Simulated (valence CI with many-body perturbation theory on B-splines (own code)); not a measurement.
# Level structure of Au7+

Method: relativistic CI+MBPT: four valence electrons over a frozen Dirac-Fock core [Xe] 4f14, radial functions for each j: 9 s, 9 p, 10 d, 8 f, 5 g, 3 h, 1 i, with the one-electron correlation potential Σ1 (screened to all orders), the two-electron term Σ2, the three-electron term Σ3, Breit, model QED; selected single and double excitations, second order for the rest, scaled by the run's own slope (own B-spline code, finite nucleus).

No measured levels were compared; by estimate terms of the open shell hold to 2 to 4 % of their energy, and close levels can change places; different configurations can be misplaced against each other by 1,000 to 8,000 cm⁻¹. Core correlation moves these levels by up to 16000 cm⁻¹, and in measured spectra 5 to 20 % of such shifts remained as error; rates that hang on mixing are uncertain with them. Only levels of the ground parity were solved; by the run's estimate the other parity begins above the list, which can be wrong where configurations are misplaced.

Levels 46 to 67 of 67, with energies above the lowest level, (5d3/2^4) J=0. "Leading %" is the weight of the configuration and term that name the level; weights of strongly mixed levels are sums over their largest components and can fall short. In the jj column 3d3/2^4 stands for four electrons in 3d with j = 3/2. Lifetimes count E1, E2, E3, M1 and M2 decay at the calculated energies, and are blank where another channel may lead or the interval is too uncertain; long ones can be off by a factor of two.

```
No.  Configuration  Term  J  E (eV)  Leading %  Second component  Lifetime               Leading jj
 46         5d3 6s    3P  0  27.682         98                     17.8 μs  5d3/2^2 5d5/2 6s (96 %)
 47         5d3 6s    5P  3  27.976         87     8 % 5d3 6s 3D   18.6 μs  5d3/2 5d5/2^2 6s (54 %)
 48         5d3 6s    3H  5  28.350         44    35 % 5d3 6s 5F   19.7 μs  5d3/2 5d5/2^2 6s (57 %)
 49         5d3 6s    3G  4  28.390         41    33 % 5d3 6s 1G   16.9 μs  5d3/2 5d5/2^2 6s (58 %)
 50         5d3 6s    3G  3  28.605         45    43 % 5d3 6s 3F   15.7 μs  5d3/2 5d5/2^2 6s (89 %)
 51         5d3 6s    5P  2  29.095         35    28 % 5d3 6s 3D   16.5 μs  5d3/2 5d5/2^2 6s (82 %)
 52         5d3 6s    3F  4  29.163         53    39 % 5d3 6s 3H   14.5 μs  5d3/2 5d5/2^2 6s (95 %)
 53         5d3 6s    3P  1  29.341         54    21 % 5d3 6s 5P   16.3 μs  5d3/2 5d5/2^2 6s (86 %)
 54         5d3 6s    3P  2  29.660         58    22 % 5d3 6s 3D   13.4 μs  5d3/2 5d5/2^2 6s (49 %)
 55         5d3 6s    3H  6  29.663         99                     18.5 μs  5d3/2 5d5/2^2 6s (99 %)
 56         5d3 6s    3P  1  29.907         55    35 % 5d3 6s 3D   15.7 μs  5d3/2 5d5/2^2 6s (89 %)
 57         5d3 6s    3P  0  30.110         98                     12.5 μs  5d3/2 5d5/2^2 6s (96 %)
 58         5d3 6s    1H  5  30.238         44    41 % 5d3 6s 3H   15.9 μs  5d3/2 5d5/2^2 6s (86 %)
 59         5d3 6s    3D  3  30.275         90     5 % 5d3 6s 3F   16.2 μs  5d3/2 5d5/2^2 6s (70 %)
 60         5d3 6s    3F  3  30.763         80    10 % 5d3 6s 3D   15.1 μs  5d3/2 5d5/2^2 6s (68 %)
 61         5d3 6s    3F  2  30.820         44    24 % 5d3 6s 1D   14.8 μs  5d3/2 5d5/2^2 6s (47 %)
 62         5d3 6s    3F  4  31.011         90     7 % 5d3 6s 3G   15.3 μs  5d3/2 5d5/2^2 6s (90 %)
 63         5d3 6s    3F  2  31.050         32    27 % 5d3 6s 3P   14.1 μs  5d3/2 5d5/2^2 6s (90 %)
 64         5d3 6s    3G  5  31.172         48    38 % 5d3 6s 1H   15.3 μs        5d5/2^3 6s (69 %)
 65         5d3 6s    1G  4  31.722         43    25 % 5d3 6s 3F   13.3 μs        5d5/2^3 6s (90 %)
 66         5d3 6s    1F  3  31.802         80     7 % 5d3 6s 3D   13.7 μs  5d3/2 5d5/2^2 6s (78 %)
 67         5d3 6s    3P  2  31.887         48    27 % 5d3 6s 1D   14.6 μs        5d5/2^3 6s (68 %)
```

Where two levels of one J and parity lie close, their mixing, g and order are uncertain.
